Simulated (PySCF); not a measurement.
# C₆ coefficients of unlike pairs at PBE

Calculated with PySCF 2.14 from the dipole response of each species, C₆(A,B) = (3/π) ∫ α_A(iu) α_B(iu) du, in atomic units, from isotropic polarisabilities. For ions this is the dispersion term alone; charge-induced terms of lower order in 1/R come first.

```tsv
species	configuration	basis	relativity	α (bohr³)	C₆ (like pair)
N+	[He] 2s2 2p2 (3P)	aug-cc-pVQZ with one added diffuse shell each of s, p, d, f, g type (7s6p5d4f3g)	none	3.918	8.489
W(2+)	[Xe] 4f14 5d4 (5D)	aug-cc-pVTZ-PP with one added diffuse shell each of s, p, d, f, g type with ECP60MDF (7s7p6d4f3g)	core potential	13.75	81.53
Cl(3+)	[Ne] 3s2 3p2 (3P)	aug-cc-pwCVDZ (6s5p3d)	none	4.337	11.74
Hf(3+)	[Xe] 4f14 5d1 (2D)	def2-TZVPPD with the def2 core potential (60 electrons) (6s5p3d2f1g)	core potential	6.388	26.04
```

**Question.** Estimate C₆ for W(2+) with N+.

**Answer.** The integral gives 26.23. The combination rule 2 C_A C_B / (C_A α_B/α_A + C_B α_A/α_B) gives 26.10 and the geometric mean 26.31.

No spin-orbit coupling is included.

The other pairs:

| pair | C₆ |
| --- | --- |
| Hf(3+), N+ | 14.76 |
| Cl(3+), W(2+) | 30.73 |
| Hf(3+), W(2+) | 45.49 |
| Hf(3+), Cl(3+) | 17.36 |
| Cl(3+), N+ | 9.973 |
